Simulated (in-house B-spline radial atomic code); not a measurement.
**Binding energies in the caesium ion Cs²⁺**

NIST's tabulated ground configuration is [Kr] 4d10 5s2 5p5; each binding energy is the energy of the ion with one electron taken from that subshell, relaxed, less that of the parent. All numbers are computed (Dirac-Kohn-Sham B3LYP, spherical fractional occupations; Fermi nucleus of rms radius 4.8041 fm) with a B-spline radial code for spherical atoms, not measured. Energies include first-order Breit, QED and recoil terms.

Caution: exact exchange at fractional occupations of open shells leaves self-interaction of up to several eV.

| subshell | X-ray name | binding energy (eV) | -ε (eV) | relaxation (eV) |
| --- | --- | --- | --- | --- |
| 1s | K | 36095.4 | 35870.9 | -340.4 |
| 2s | L1 | 5706.1 | 5660.5 | -59.3 |
| 2p1/2 | L2 | 5385.3 | 5324.0 | -74.5 |
| 2p3/2 | L3 | 5037.1 | 4971.4 | -74.7 |
| 3s | M1 | 1217.3 | 1199.2 | -20.4 |
| 3p1/2 | M2 | 1077.5 | 1058.4 | -21.2 |
| 3p3/2 | M3 | 1011.4 | 990.5 | -22.2 |
| 3d3/2 | M4 | 767.7 | 743.4 | -24.9 |
| 3d5/2 | M5 | 754.1 | 729.0 | -25.3 |
| 4s | N1 | 253.4 | 243.9 | -9.9 |
| 4p1/2 | N2 | 202.2 | 192.9 | -9.7 |
| 4p3/2 | N3 | 188.9 | 179.0 | -10.1 |
| 4d3/2 | N4 | 105 | 95.6 | -9.4 |
| 4d5/2 | N5 | 102.9 | 93.2 | -9.6 |
| 5s | O1 | 49.82 | 44.49 | -5.39 |
| 5p | O2,3 | 34.8 | 29.65 | -5.17 |

Relaxation = -ε minus the binding energy without Breit, QED and recoil terms. With a density functional, K lines can miss by some tenths of a per cent, more in light atoms. For a density functional the relaxation so defined is negative, because -ε of a Kohn-Sham level is smaller than the binding energy.

Emission lines follow as differences of binding energies, with λ = 12398.42 eV·Å / E:

| line | holes | energy (eV) | wavelength (Å) |
| --- | --- | --- | --- |
| K-L3 | 1s → 2p3/2 | 31058.3 | 0.3992 |
| K-L2 | 1s → 2p1/2 | 30710.1 | 0.40372 |
| K-M3 | 1s → 3p3/2 | 35084.0 | 0.35339 |
| L3-M5 | 2p3/2 → 3d5/2 | 4283.0 | 2.8948 |
| L2-M4 | 2p1/2 → 3d3/2 | 4617.6 | 2.685 |
| L1-M3 | 2s → 3p3/2 | 4694.7 | 2.6409 |
| L3-M1 | 2p3/2 → 3s | 3819.8 | 3.2458 |
| L2-N4 | 2p1/2 → 4d3/2 | 5280.3 | 2.3481 |

Q: What screening constant σ does Moseley's law, E = (3/4)·13.6057 eV·(Z - σ)², need for K-L3?

A: σ = -0.17.

Moseley's non-relativistic formula needs a falling, then negative, screening constant for heavy elements, because relativity binds the 1s electron more strongly than the formula allows.

Q: What does it cost to remove both a 4p3/2 and a 4d5/2 electron?

A: 313.31 eV, which is 21.46 eV more than the two single binding energies together.

Q: What does it cost to remove both a 1s and a 4s electron?

A: 36379 eV, which is 30.5 eV more than the two single binding energies together.

Q: What does it cost to remove both a 3p3/2 and a 3d5/2 electron?

A: 1816.5 eV, which is 50.99 eV more than the two single binding energies together.
